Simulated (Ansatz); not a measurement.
C2H7ClGeS, SMILES `C[S][GeH]([CH3])[Cl]`, 12 atoms. Charge 0, multiplicity 1. Correlated methods include outer-core shells of Ge, which these sets cover unevenly. Scalar relativity is left out up to krypton. All runs use 3 threads of an AMD EPYC 7R13 on a shared host and a share of an NVIDIA H100 80 GB. Correlated methods freeze the cores. Open-shell runs search over several starts.

Question: How many basis functions does each run have, and how long does it take in Ansatz? RKS LC-ωPBE/def2-TZVPP energy; RHF-CCSD(T)/def2-SVP energy; UKS ωB97X-V/def2-TZVPP energy of the cation; UHF-MP2/def2-QZVPP energy of the cation; UKS r2SCAN-D4/def2-TZVPP energy of the cation; UHF-CCSD(T)/def2-TZVPP energy of the cation; RKS PBE0-D4/def2-TZVP frequencies; RKS PBE-QIDH (frozen core)/def2-TZVPP energy; RKS r2SCAN-D4/def2-TZVPP energy and forces; UKS PBE-D4/def2-TZVPP energy of the cation; UKS ωB97M-V/def2-TZVPP energy of the cation; RHF-CCSD(T)/def2-QZVPP energy. (Best estimate.)

Answer: Ansatz gave: Other jobs shared the machine, so times are rough.

```csv
level,job,functions,wall time,peak host memory (GiB)
RKS r2SCAN-D4/def2-TZVPP,energy and forces,292,3.8 s,0.86
RHF-CCSD(T)/def2-SVP,energy,131,4.5 s,0.79
RKS LC-ωPBE/def2-TZVPP,energy,292,5.5 s,0.86
RKS PBE-QIDH (frozen core)/def2-TZVPP,energy,292,6 s,1.2
UKS r2SCAN-D4/def2-TZVPP,energy of the cation,292,10 s,0.96
UKS PBE-D4/def2-TZVPP,energy of the cation,292,12 s,0.9
UKS ωB97X-V/def2-TZVPP,energy of the cation,292,13 s,1
UHF-MP2/def2-QZVPP,energy of the cation,553,13 s,1.2
UKS ωB97M-V/def2-TZVPP,energy of the cation,292,28 s,1.1
UHF-CCSD(T)/def2-TZVPP,energy of the cation,292,39 s,0.9
RKS PBE0-D4/def2-TZVP,frequencies,226,3.1 min,0.91
RHF-CCSD(T)/def2-QZVPP,energy,553,5.9 min,3.4
```

LC-ωPBE has ω = 0.4 bohr⁻¹.
